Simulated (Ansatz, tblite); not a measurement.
Isomers of GeS₂⁺ (doublet), found by a short tight-binding search and relaxed with r2SCAN-D4/def2-TZVP in Ansatz.

The xTB rows come from tblite. Correlated methods freeze 19 core orbitals; core or outer-core shells of Ge are correlated, in sets that lack core-valence functions. In CCSD on the charge 1 doublet the largest single amplitude is 0.21, so its Hartree–Fock determinant may place the open shell otherwise than the density functionals do.

Run but left out: HF/def2-TZVPP, MP2/def2-TZVPP (A: ⟨S²⟩ 1.10, where a pure state has 0.75).

A: At BHLYP-D4/def2-TZVP, ωB97X-V/def2-TZVP, CCSD(T)/def2-TZVPP the charge 1 doublet is spin-contaminated (final ⟨S²⟩ up to 1.10, 0.75 for a pure state).

Other spin states were run for one of them alone.

A:

```xyz
3

Ge    0.000    0.000    0.000
S    -0.145   -1.350   -1.497
S     0.145    1.350    1.497
```

B:

```xyz
3

Ge    0.366    0.837   -1.032
S     0.658   -0.173    1.013
S    -1.024   -0.664    0.019
```

Task: Estimate their order by electronic energy at PBE0-D4/def2-TZVP, counted from the lowest.

Result: B (0.00) < A (1.71), in eV.

Task: Do the other levels pick the same lowest one?

Result: All that were run do. Energies above each level's lowest (eV):

```tsv
level	A	B
GFN1-xTB	0.33	0.00
GFN2-xTB	1.20	0.00
PBE-D4/def2-TZVP	1.60	0.00
r2SCAN-D4/def2-TZVP	1.50	0.00
PBE0-D4/def2-TZVP	1.71	0.00
BHLYP-D4/def2-TZVP	1.70	0.00
ωB97X-V/def2-TZVP	1.83	0.00
CCSD/def2-TZVPP	1.49	0.00
CCSD(T)/def2-TZVPP	1.46	0.00
```
Point groups (tolerance 0.1 Å): A D∞h, B C2v. Lower isomers may exist.
